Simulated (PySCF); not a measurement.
# Spin states of BBr

Unrestricted PBE0; PySCF, scalar-relativistic core potentials, basis sets B cc-pVTZ, Br cc-pVTZ-PP with ECP10. Outer shells of the fragments: B 2s2 2p1; Br 3d10 4s2 4p5.

Followed along the bond (rough minima from three points):

```
2Ms+1  unpaired  ⟨S²⟩ at the start  R at minimum (Å)  Te (eV)
    1      none               0.00              1.90     0.00
    3  σ ↑, π ↑               2.01              1.86     1.98
```

Solutions found at the starting distance of 1.930 Å, counted from the lowest of them; the search is not exhaustive and high or unbound solutions are not listed, so other states can lie among these:

```csv
2Ms+1,unpaired,term,E (eV),⟨S²⟩,⟨Lz²⟩,μ (D)
1,none,¹Σ⁺,0.00,0.00,0.00,1.24
3,"σ ↑, π ↑",³Π,2.01,2.01,1.00,-0.07
1,"σ ↑, π ↓",mixed,2.83,1.01,1.01,0.39
3,π ↑↑,mixed,5.50,2.01,2.01,4.53
3,π ↑↑,mixed,5.77,2.01,2.01,4.50
1,π ↑↓,mixed,5.81,1.01,2.02,4.49
3,σ ↑↑,³Σ⁺,6.22,2.01,0.00,-1.20
1,π ↑↓,mixed,6.66,1.01,2.01,-0.67
1,"σ ↑, π ↑↓↓",mixed,8.10,2.01,3.02,3.97
3,"σ ↑, π ↑",³Π,8.87,2.01,1.01,2.67
```

A term symbol is given only where ⟨S²⟩ and ⟨Lz²⟩ are close to those of a pure state; real π, δ and φ orbitals otherwise mix terms. A positive dipole means B(−)Br(+).

Counting both spins, an empty level lies below a filled one in some of these solutions, because spin and occupation are held.
